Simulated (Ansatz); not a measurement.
The cluster As4⁺. Total charge 1; doublet. Geometry PBE-D4/def2-SVP.

Cartesian coordinates in Å:
```
As 0.122 0.150 -1.800
As -0.139 1.418 0.228
As -0.927 -0.481 1.479
As 0.944 -1.088 0.093
```

Another isomer (doublet) lies 0.75 eV lower at PBE0-D4/def2-TZVP; other spin states weren't run for this one.

(1) Estimate the α-spin orbital energies around the gap (eV) in Ansatz with PBE-D4/def2-TZVP, BLYP-D4/def2-TZVP, r2SCAN-D4/def2-TZVP, PBE0-D4/def2-TZVP.

## Answers

(1) 
```csv
orbital,PBE-D4/def2-TZVP,BLYP-D4/def2-TZVP,r2SCAN-D4/def2-TZVP,PBE0-D4/def2-TZVP
HOMO−9,-23.44,-23.20,-24.26,-25.60
HOMO−8,-20.26,-20.05,-20.98,-22.17
HOMO−7,-19.31,-19.18,-19.82,-20.94
HOMO−6,-17.29,-17.15,-17.76,-18.73
HOMO−5,-13.20,-12.94,-13.59,-14.36
HOMO−4,-13.10,-12.84,-13.47,-14.19
HOMO−3,-12.72,-12.45,-13.07,-13.70
HOMO−2,-12.45,-12.21,-12.77,-13.41
HOMO−1,-11.25,-11.05,-11.49,-12.13
HOMO,-10.28,-10.02,-10.70,-11.31
LUMO,-9.41,-9.22,-9.54,-8.86
LUMO+1,-8.63,-8.48,-8.61,-7.86
LUMO+2,-7.11,-6.98,-6.96,-6.33
LUMO+3,-6.36,-6.22,-6.20,-5.55
LUMO+4,-6.29,-6.12,-6.20,-5.51
LUMO+5,-5.84,-5.71,-5.63,-5.01
β HOMO,-11.20,-11.00,-11.51,-12.16
β LUMO,-9.31,-9.22,-9.08,-8.43
```
